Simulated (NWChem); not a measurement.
System: C3H5F3; SMILES C[C@@H](F)C(F)F

Input file for NWChem:

```
start job
memory heap 200 mb stack 900 mb global 1100 mb
geometry units angstroms noautosym nocenter noautoz
  C     -0.750735    -1.748845     0.373342
  C      0.311213    -0.663663     0.384865
  F      1.123746    -0.805046    -0.733447
  C     -0.279038     0.739658     0.358238
  F      0.724445     1.660814     0.325287
  F     -1.045877     0.906912    -0.758575
  H     -1.384261    -1.641471    -0.511358
  H     -0.272804    -2.731966     0.350960
  H     -1.381377    -1.691951     1.267822
  H      0.950243    -0.738313     1.274722
  H     -0.903994     0.937655     1.238358
end
basis spherical
  C library 6-31g*
  F library 6-31g*
  H library 6-31g*
end
dft
  xc b3lyp
  iterations 150
end
property
  response 1 0.0773
end
task dft property
```

Excerpt of the output:

```
             Northwest Computational Chemistry Package (NWChem) 7.3.0
             --------------------------------------------------------

                             Geometry "geometry" -> ""
                             -------------------------

 Output coordinates in angstroms (scale by  1.889725989 to convert to a.u.)

  No.       Tag          Charge          X              Y              Z
 ---- ---------------- ---------- -------------- -------------- --------------
    1 C                    6.0000    -0.75073500    -1.74884500     0.37334200
    2 C                    6.0000     0.31121300    -0.66366300     0.38486500
    3 F                    9.0000     1.12374600    -0.80504600    -0.73344700
    4 C                    6.0000    -0.27903800     0.73965800     0.35823800
    5 F                    9.0000     0.72444500     1.66081400     0.32528700
    6 F                    9.0000    -1.04587700     0.90691200    -0.75857500
    7 H                    1.0000    -1.38426100    -1.64147100    -0.51135800
    8 H                    1.0000    -0.27280400    -2.73196600     0.35096000
    9 H                    1.0000    -1.38137700    -1.69195100     1.26782200
   10 H                    1.0000     0.95024300    -0.73831300     1.27472200
   11 H                    1.0000    -0.90399400     0.93765500     1.23835800

 Effective nuclear repulsion energy (a.u.)     266.2760648723

                              NWChem Property Module
                              ----------------------

                                 NWChem DFT Module
                                 -----------------

 Summary of "ao basis" -> "ao basis" (spherical)
 ------------------------------------------------------------------------------
       Tag                 Description            Shells   Functions and Types
 ---------------- ------------------------------  ------  ---------------------
 C                           6-31g*                  6       14   3s2p1d
 F                           6-31g*                  6       14   3s2p1d
 H                           6-31g*                  2        2   2s

            General Information
            -------------------
          SCF calculation type: DFT
          Wavefunction type:  closed shell.
          No. of atoms     :    11
          No. of electrons :    50
           Alpha electrons :    25
            Beta electrons :    25
          Charge           :     0
          Spin multiplicity:     1
          Use of symmetry is: off; symmetry adaption is: off
          Maximum number of iterations: 150
          AO basis - number of functions:    94
                     number of shells:    46
          Convergence on energy requested:  1.00D-06
          Convergence on density requested:  1.00D-05
          Convergence on gradient requested:  5.00D-04

              XC Information
              --------------
                         B3LYP Method XC Potential
                     Hartree-Fock (Exact) Exchange  0.200
                        Slater Exchange Functional  0.800 local
                    Becke 1988 Exchange Functional  0.720 non-local
              Lee-Yang-Parr Correlation Functional  0.810
                  VWN I RPA Correlation Functional  0.190 local

             Grid Information
             ----------------
          Grid used for XC integration:  medium
          Radial quadrature: Mura-Knowles
          Angular quadrature: Lebedev.
          Tag              B.-S. Rad. Rad. Pts. Rad. Cut. Ang. Pts.
          ---              ---------- --------- --------- ---------
          C                   0.70       49          10.0       434
          F                   0.50       49          11.0       434
          H                   0.35       45          10.0       434
          Grid pruning is: on
          Number of quadrature shells:   519
          Spatial weights used:  Erf1

      Superposition of Atomic Density Guess
      -------------------------------------

 Sum of atomic energies:        -413.58892121

      Non-variational initial energy
      ------------------------------

 Total energy =    -415.960910
 1-e energy   =   -1101.895129
 2-e energy   =     419.658154
 HOMO         =      -0.333385
 LUMO         =       0.148067

   convergence    iter        energy       DeltaE   RMS-Dens  Diis-err
 ---------------- ----- ----------------- --------- --------- ---------
 d= 0,ls=0.0,diis     1   -416.6787452003 -6.83D+02  1.69D-02  1.42D+00
 d= 0,ls=0.0,diis     2   -416.5586217152  1.20D-01  9.46D-03  3.12D+00
 d= 0,ls=0.0,diis     3   -416.8336937035 -2.75D-01  1.32D-03  3.51D-02
 d= 0,ls=0.0,diis     4   -416.8357151729 -2.02D-03  6.24D-04  6.32D-03
 d= 0,ls=0.0,diis     5   -416.8362956975 -5.81D-04  1.18D-04  2.64D-04
  Resetting Diis
 d= 0,ls=0.0,diis     6   -416.8363195145 -2.38D-05  3.30D-05  2.54D-05
 d= 0,ls=0.0,diis     7   -416.8363216188 -2.10D-06  1.07D-05  6.40D-07
 d= 0,ls=0.0,diis     8   -416.8363216088  1.00D-08  5.21D-06  8.43D-07

         Total DFT energy =     -416.836321608756
      One electron energy =    -1104.833657465639
           Coulomb energy =      471.349968077142
    Exchange-Corr. energy =      -49.628697092548
 Nuclear repulsion energy =      266.276064872290

 Numeric. integr. density =       49.999994526297

                       DFT Final Molecular Orbital Analysis
                       ------------------------------------

 Vector   23  Occ=2.000000D+00  E=-3.776420D-01
              MO Center=  1.9D-01,  2.9D-01, -1.2D-01, r^2= 3.1D+00
   Bfn.  Coefficient  Atom+Function         Bfn.  Coefficient  Atom+Function
  ----- ------------  ---------------      ----- ------------  ---------------
    32      0.344032   3 F  py               61      0.268919   5 F  pz
    75      0.263126   6 F  pz               36      0.233580   3 F  py
    33     -0.202995   3 F  pz               65      0.192539   5 F  pz
    73     -0.183541   6 F  px               79      0.184375   6 F  pz
    48     -0.177145   4 C  s                59     -0.177172   5 F  px

 Vector   24  Occ=2.000000D+00  E=-3.432500D-01
              MO Center=  5.6D-01, -9.0D-01, -9.9D-02, r^2= 2.0D+00
   Bfn.  Coefficient  Atom+Function         Bfn.  Coefficient  Atom+Function
  ----- ------------  ---------------      ----- ------------  ---------------
    31      0.390078   3 F  px               35      0.282157   3 F  px
    33      0.239215   3 F  pz                3      0.230038   1 C  px
    17     -0.230083   2 C  px               32      0.211019   3 F  py
    92     -0.205405  10 H  s                91     -0.178972  10 H  s
    37      0.169534   3 F  pz                6      0.167693   1 C  s

 Vector   25  Occ=2.000000D+00  E=-3.220038D-01
              MO Center=  1.1D-01,  1.1D-01,  7.9D-02, r^2= 2.8D+00
   Bfn.  Coefficient  Atom+Function         Bfn.  Coefficient  Atom+Function
  ----- ------------  ---------------      ----- ------------  ---------------
    32     -0.294793   3 F  py               18      0.286560   2 C  py
    46     -0.260276   4 C  py               94     -0.227623  11 H  s
    36     -0.223133   3 F  py               60      0.214631   5 F  py
    74      0.199473   6 F  py               45      0.169048   4 C  px
    20      0.158933   2 C  s                73     -0.154265   6 F  px

 Vector   26  Occ=0.000000D+00  E= 7.971252D-02
              MO Center= -3.2D-01, -4.5D-01,  8.0D-01, r^2= 4.2D+00
   Bfn.  Coefficient  Atom+Function         Bfn.  Coefficient  Atom+Function
  ----- ------------  ---------------      ----- ------------  ---------------
    94      0.915540  11 H  s                90      0.840059   9 H  s
     6     -0.819616   1 C  s                92      0.782787  10 H  s
    23     -0.542255   2 C  pz               51     -0.485836   4 C  pz
    88      0.406109   8 H  s                20     -0.390377   2 C  s
    48     -0.388772   4 C  s                34     -0.303859   3 F  s

 Vector   27  Occ=0.000000D+00  E= 9.740827D-02
              MO Center= -5.4D-02, -9.1D-01,  3.6D-01, r^2= 4.3D+00
   Bfn.  Coefficient  Atom+Function         Bfn.  Coefficient  Atom+Function
  ----- ------------  ---------------      ----- ------------  ---------------
     6      1.342049   1 C  s                88     -1.074958   8 H  s
    20      0.569095   2 C  s                86     -0.451195   7 H  s
    50      0.429516   4 C  py               92     -0.425493  10 H  s
    21      0.363643   2 C  px               34     -0.350621   3 F  s
    62     -0.347499   5 F  s                 8     -0.338009   1 C  py

 Vector   28  Occ=0.000000D+00  E= 1.250488D-01
              MO Center= -5.9D-01, -8.5D-03,  7.7D-01, r^2= 3.7D+00
   Bfn.  Coefficient  Atom+Function         Bfn.  Coefficient  Atom+Function
  ----- ------------  ---------------      ----- ------------  ---------------
    48      1.103199   4 C  s                94     -1.071903  11 H  s
    90     -0.886212   9 H  s                49     -0.725107   4 C  px
     6      0.609254   1 C  s                23     -0.583273   2 C  pz
     7     -0.507358   1 C  px               92      0.460115  10 H  s
    76     -0.455053   6 F  s                 9      0.406157   1 C  pz

     Multipole analysis of the density
     ---------------------------------

[...]

 DFT Linear Response polarizability / au
 Frequency  =       0.0773000 / au
 Wavelength =     589.4353558 / nm
              X              Y              Z
 -----------------------------------------------
 X      33.5484249      1.1891135     -0.2605570
 Y       1.1891189     35.6456821      0.0568551
 Z      -0.2605518      0.0568499     33.0456186
 -----------------------------------------------
 Eigenvalues =      32.7667706     36.1834757     33.2894794
 Isotropic   =      34.0799085
 Anisotropic =       3.1876569
 -----------------------------------------------

 Magnetic Dipole Response Matrix (nonzero elements):
```

Level: B3LYP/6-31G* (spherical d). Structure relaxed at the B3LYP/6-31G* (spherical d) level.
